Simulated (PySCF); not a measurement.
C₃H₈Mg, SMILES C[CH2][Mg][CH3].

Coordinates come from a PBE-D3(BJ)/def2-SVP optimisation. The structure was generated by enumeration; whether it is a known compound was not checked. The values are those of a single conformer.

Method: PBE-D3(BJ)/def2-SVP in PySCF.

Frequencies are harmonic and unscaled.

A small imaginary wavenumber (i) marks a very flat motion, where grid noise or a shallow saddle decides the sign.

Task: List the normal modes with their intensities. (Estimate from the structure and the level; the computed values follow.)

Result: 
```tsv
mode	ν (cm⁻¹)	IR (km/mol)	moving atoms (share of kinetic energy)
1	21i	0.0	H 93 %
2	79	3.9	C 44 %, Mg 29 %, H 27 %
3	105	8.9	Mg 42 %, H 40 %, C 18 %
4	207	19.0	C 44 %, Mg 34 %, H 21 %
5	219	5.8	H 79 %, C 11 %, Mg 9 %
6	398	2.0	C 77 %, H 22 %
7	499	0.2	H 86 %, C 14 %
8	548	74.6	H 78 %, C 17 %
9	571	116.9	H 76 %, C 18 %
10	591	57.0	Mg 55 %, C 34 %, H 11 %
11	882	7.1	H 93 %
12	913	13.3	H 91 %, C 9 %
13	998	12.7	C 82 %, H 18 %
14	1100	0.3	H 82 %, C 18 %
15	1124	13.7	H 66 %, C 34 %
16	1199	5.9	H 76 %, C 24 %
17	1342	12.7	H 83 %, C 17 %
18	1377	0.2	H 95 %
19	1377	0.2	H 95 %
20	1380	0.5	H 91 %, C 9 %
21	1419	1.7	H 96 %
22	1433	5.1	H 97 %
23	2927	78.7	H 96 %
24	2941	27.7	H 95 %
25	2949	16.8	H 97 %
26	2983	9.9	H 91 %, C 9 %
27	2996	34.1	H 91 %, C 9 %
28	3022	39.0	H 91 %, C 9 %
29	3044	11.8	H 91 %, C 9 %
30	3044	12.0	H 91 %, C 9 %
```
